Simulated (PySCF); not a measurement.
Ga(F)2(Ph), SMILES [Ga]([F])([c]1ccccc1)[F] (C6H5F2Ga) (PBE0/def2-SVP optimised geometry):

```
14

Ga     1.290     1.700     0.000
F      3.037     1.700     0.000
F      0.595     3.302     0.000
C      0.227     0.098    -0.007
C     -1.173     0.182    -0.050
C     -1.947    -0.977    -0.064
C     -1.329    -2.227    -0.035
C      0.062    -2.322     0.009
C      0.839    -1.165     0.022
H     -1.665     1.159    -0.072
H     -3.037    -0.905    -0.099
H     -1.937    -3.135    -0.047
H      0.544    -3.302     0.032
H      1.929    -1.248     0.054
```

Calculation: PBE0/def2-TZVP in PySCF.

### Question
What are the frontier orbital energies and the dipole moment?

### Answer
HOMO-2 -9.15 eV, HOMO-1 -8.02 eV, HOMO -7.89 eV, LUMO -1.62 eV, LUMO+1 -0.84 eV; dipole moment 4.21 D.

On the same geometry PBE/def2-TZVP (PySCF 2.14.0) gives HOMO-2 -7.73 eV, HOMO-1 -7.03 eV, HOMO -6.91 eV, LUMO -2.43 eV, LUMO+1 -1.77 eV; dipole moment 4.12 D.

Meta-Löwdin charges at PBE0/def2-TZVP: Ga1 1.11, F2 -0.50, F3 -0.51, C4 -0.22, C5 -0.09, C6 -0.12, C7 -0.10, C8 -0.12, C9 -0.09, H10 0.13, H11 0.13, H12 0.13, H13 0.13, H14 0.13.
